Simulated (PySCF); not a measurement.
# Working out the ionisation energy of Ni

Ni [Ar] 3d8 4s2 (3F) → Ni⁺ [Ar] 3d9 (2D). Computed with PySCF 2.14 in x2c-SVPall, with the spin-free X2C one-electron Hamiltonian (Gaussian nucleus). Frozen: [Ar]. Energies in hartree (1 hartree = 27.21139 eV):

```json
{"part": "UHF", "Ni (lower)": "-1518.832768", "Ni⁺ (upper)": "-1518.532645"}
{"part": "MP2 opposite-spin", "Ni (lower)": "-0.126224", "Ni⁺ (upper)": "-0.154492"}
{"part": "MP2 same-spin", "Ni (lower)": "-0.068475", "Ni⁺ (upper)": "-0.094030"}
```

Question: What does Hartree-Fock give?

Answer: (-1518.532645) − (-1518.832768) = 0.300123 hartree = 8.167 eV.

Question: What do MP2 and SCS-MP2 (6/5 opposite-spin, 1/3 same-spin) give?

Answer: The opposite-spin parts differ by -0.769 eV and the same-spin parts by -0.695 eV. MP2: 8.167 + (-0.769) + (-0.695) = 6.703 eV. SCS-MP2: 8.167 + 1.2 × (-0.769) + (-0.695)/3 = 7.013 eV.

Reference: 7.640 eV (measured; NIST Atomic Spectra Database, ionization energies), between the lowest levels; spin-orbit coupling is absent from the calculation.

A double-zeta basis recovers only part of the correlation energy.

What remains against the reference includes basis incompleteness, the frozen core and correlation beyond second order.
